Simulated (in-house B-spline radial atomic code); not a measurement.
Cs. Computed with a B-spline radial atomic code. Model: all-electron spherical atom, spin shells full or empty, radial basis limit, no spin-orbit coupling, Breit or QED, empty-state partial waves extrapolated as (l+1/2)^-4, RPA, G0W0 and static COHSEX of the highest shell as one setting changes (uncorrelated shells keep exact exchange).

Empty minority-spin level lies below the highest occupied level: each spin potential is zero at infinity, spin occupations fixed.

In a row where one electron alone is correlated, RPA and GW hold only self-correlation.

Given: element Cs; charge 0; filled core Xe; hamiltonian one-electron scalar X2C; mean-field start r2SCAN; highest l of empty states 9; nuclear rms radius 4.8041 fm; highest mean-field shell 6s up.

Shell: 6s 1 0 (electrons up and down).

```tsv
lowest nl shells left uncorrelated	RPA correlation energy (hartree)	G0W0 level (eV)	G0W0 minus most complete (meV)	COHSEX level (eV)
0	-4.2637	-4.0738	0	-5.2238
1	-4.0815	-4.0738	0	-5.2238
2	-3.8852	-4.0739	-0.2	-5.2243
3	-3.321	-4.0738	0	-5.2237
4	?	?	?	?
5	?	?	?	?
6	-1.7288	-4.0711	2.6	-5.2191
7	-1.572	-4.0739	-0.2	-5.2267
8	-1.1214	-4.0693	4.4	-5.2172
9	-0.36171	-4.0387	35.1	-5.1591
10	-0.25595	-4.0351	38.7	-5.1528
11	-0.01582	-3.7951	278.7	-4.7804
```

Q: What follows for lowest nl shells left uncorrelated = 4?

A: RPA correlation energy -3.14 hartree; G0W0 level -4.0745 eV; G0W0 minus most complete -0.8 meV; COHSEX level -5.226 eV.

Q: What follows for lowest nl shells left uncorrelated = 5?

A: RPA correlation energy -2.6009 hartree; G0W0 level -4.074 eV; G0W0 minus most complete -0.3 meV; COHSEX level -5.2254 eV.
